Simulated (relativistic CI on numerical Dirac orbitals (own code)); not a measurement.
**Cd¹¹⁺: q coefficients and field-shift factors**

Calculated at this level of theory: Dirac-Coulomb-Breit CI, orbitals from a KLI potential per configuration, derivatives by finite differences, unscaled Slater integrals, QED left out (own radial code, finite nucleus).

Configuration list (outside the closed core [Ar] 3d10): 4s²4p⁶4d, 4s²4p⁵4d², 4s²4p⁶4f, 4s²4p⁶5s, 4s4p⁶4d², 4s²4p⁶5p, 4s²4p⁵4d4f. Double excitations out of closed p, d and f shells are left out; levels of such configurations are missing from the list, as are those of other unlisted configurations, and high levels can miss mixing partners.

With x = (α/α₀)² − 1 an excitation energy changes as ω = ω₀ + qx; K = 2q/ω₀ is the relative enhancement. Terms are leading LS components, so labels can repeat. The field-shift factor is F = δν/δ⟨r²⟩ for the transition from the lowest level.

Lowest level 4s²4p⁶4d ²D3/2.

```tsv
Level	ω₀ (cm⁻¹)	q (cm⁻¹)	K	F (GHz/fm²)
4s²4p⁶4d ²D5/2	9388	9265	1.97	0.0943
4s²4p⁵4d² ⁴D°1/2	466002	11000	0.0472	1.45
4s²4p⁵4d² ⁴D°3/2	468752	12470	0.0532	1.48
4s²4p⁵4d² ⁴D°5/2	473787	16500	0.0697	1.53
4s²4p⁵4d² ⁴D°7/2	481325	21600	0.0897	1.54
4s²4p⁵4d² ²F°5/2	490474	8352	0.0341	1.61
4s²4p⁵4d² ⁴G°9/2	492054	15420	0.0627	1.63
4s²4p⁵4d² ⁴G°7/2	493119	12660	0.0513	1.5
4s²4p⁵4d² ⁴G°11/2	493298	19960	0.0809	1.71
4s²4p⁵4d² ⁴P°5/2	496185	18290	0.0737	1.62
4s²4p⁵4d² ⁴P°3/2	500723	16270	0.065	1.54
4s²4p⁵4d² ⁴F°3/2	503222	16160	0.0642	1.47
4s²4p⁶5s ²S1/2	507179	-32270	-0.127	28.2
4s²4p⁵4d² ²F°7/2	509482	19440	0.0763	1.79
4s²4p⁵4d² ⁴P°1/2	509695	24900	0.0977	1.41
4s²4p⁵4d² ²D°5/2	511655	22500	0.0879	1.72
4s²4p⁵4d² ²F°5/2	512996	25060	0.0977	1.59
4s²4p⁵4d² ²F°7/2	514332	15720	0.0611	1.71
4s²4p⁵4d² ⁴F°9/2	515073	23800	0.0924	1.69
4s²4p⁵4d² ⁴F°3/2	523048	27990	0.107	1.37
4s²4p⁵4d² ²H°11/2	523289	16260	0.0621	1.76
4s²4p⁵4d² ²F°7/2	523808	19540	0.0746	1.62
4s²4p⁵4d² ²P°1/2	527178	27850	0.106	1.65
```

At this charge energies of transitions that change n are usually good to better than 1 %, and those within a shell (Δn = 0) to a few per cent.
